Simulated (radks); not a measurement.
Radial electron density D(r) = 4 pi r^2 rho(r) of an atom or ion with 64 electrons. All-electron calculation, scalar-relativistic Kohn-Sham, PBE, spin-unpolarised, spherical densities, point nucleus. Program: a radial shooting solver on a logarithmic mesh with Libxc functionals.

| r (bohr) | D(r) (e/bohr) |
|---|---|
| 0.003062 | 24.13 |
| 0.004184 | 36.08 |
| 0.00567 | 50.75 |
| 0.007684 | 66.75 |
| 0.0105 | 80.67 |
| 0.01423 | 86.91 |
| 0.01928 | 83.75 |
| 0.02634 | 77.23 |
| 0.0357 | 81.60 |
| 0.04838 | 101.4 |
| 0.0661 | 115.8 |
| 0.08958 | 101.9 |
| 0.1214 | 86.85 |
| 0.1659 | 99.83 |
| 0.2248 | 91.45 |
| 0.3047 | 51.88 |
| 0.4162 | 47.12 |
| 0.5641 | 50.27 |
| 0.7645 | 29.24 |
| 1.036 | 15.07 |
| 1.415 | 9.615 |
| 1.918 | 4.387 |
| 2.6 | 1.322 |
| 3.552 | 0.4714 |
| 4.814 | 0.1878 |
| 6.524 | 0.03738 |
| 8.912 | 0.002241 |

What is the nuclear charge?

Answer. Z = 65. The innermost maximum, from 1s, lies near gamma/Z bohr with gamma = sqrt(1 - (Z/c)^2) = 0.880, here 0.0135 bohr (found: 0.0148), and its height grows with Z. The density is that of the terbium ion Tb+ in [Xe] 4f9 6s1; the configuration itself is not fixed sharply by these data, and Z only to a few units. D(r) has 4 maxima, at r = 0.0148, 0.0661, 0.186, 0.508 bohr, and minima at 0.0285, 0.121, 0.363 bohr, inside which lie 1.94, 11.15, 29.44 electrons.
